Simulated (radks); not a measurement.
The numbers below are computed, except where a source is named.
The chlorine ion Cl2+ inside a hard spherical wall (all orbitals vanish at R), configuration held at [Ne] 3s2 3p3 and not refilled when levels cross. Code: a radial shooting solver on a logarithmic mesh with Libxc functionals. Model: scalar-relativistic Kohn-Sham, LDA (Slater exchange, Perdew-Wang correlation), spin-unpolarised, spherical densities, finite nucleus; Fermi nuclear charge, rms radius 3.3654 fm. Eigenvalues in eV, with the zero of energy where the potential of the charges vanishes at infinity; a dash marks a level that is unbound or too diffuse for the functional's potential to be trusted. A positive occupied level is held by the wall or, in an anion where self-interaction has pushed it up, behind a barrier. The pressure on the wall is -dE/dV.

R (bohr)  E (hartree)  kinetic (hartree)    e(2s)    e(2p)    e(3s)    e(3p)  e(3d, empty)  e(4s, empty)  pressure (GPa)
free       -458.66519            460.436  -279.56  -219.56  -44.871  -31.764       -14.090       -12.411               0
20         -458.66519            460.436  -279.56  -219.56  -44.871  -31.764       -14.090       -12.411        < 0.0001
8          -458.66519            460.436  -279.56  -219.56  -44.871  -31.764       -14.085       -12.328        < 0.0001
7          -458.66518            460.437  -279.55  -219.56  -44.870  -31.764       -14.069       -12.117         0.00168
6          -458.66500            460.439  -279.54  -219.54  -44.863  -31.755       -13.995       -11.432          0.0321
3.5        -458.56204            461.197  -277.14  -217.10  -43.191  -29.736       -10.158         6.956            47.4
3          -458.32487            462.511  -273.72  -213.62  -40.526  -26.522        -5.763        24.666             210
2.5        -457.55183            465.922  -266.35  -206.08  -33.568  -18.400         3.753        61.665             991
